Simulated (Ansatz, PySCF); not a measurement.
Lewis adduct: AlH3 (SMILES [AlH3]) (first 4 atoms) with CHN (SMILES C#N); geometry from B3LYP-D3(BJ)/def2-TZVP.
(charge 0, multiplicity 1):
```
atom    x (Å)    y (Å)    z (Å)
----  -------  -------  -------
Al    -0.1616   0.3641   0.2628
H      1.2536   0.8243  -0.2996
H     -1.2365   1.4889   0.5949
H     -0.6908  -1.0821  -0.1362
C      0.7414  -0.2931   3.2649
N      0.4196  -0.0606   2.1962
H      1.0429  -0.5105   4.2659
```

Counterpoise-corrected where a basis set is named; no monomer relaxation.

The values were computed with Ansatz (a first-principles code); PySCF for the dispersion terms. Values without a source in brackets are computed.

**Question.** One of these levels gives -17.20 kcal/mol for the interaction energy. Which one is it?
(A) HF/aug-cc-pV(D+d)Z
(B) B97M-V/def2-TZVPPD
(C) HF/aug-cc-pV(T+d)Z
(D) BLYP-D3(BJ)/def2-TZVPPD

**Answer.** C, HF/aug-cc-pV(T+d)Z. The others give -15.39 (HF/aug-cc-pV(D+d)Z), -20.27 (BLYP-D3(BJ)/def2-TZVPPD), -22.65 (B97M-V/def2-TZVPPD)
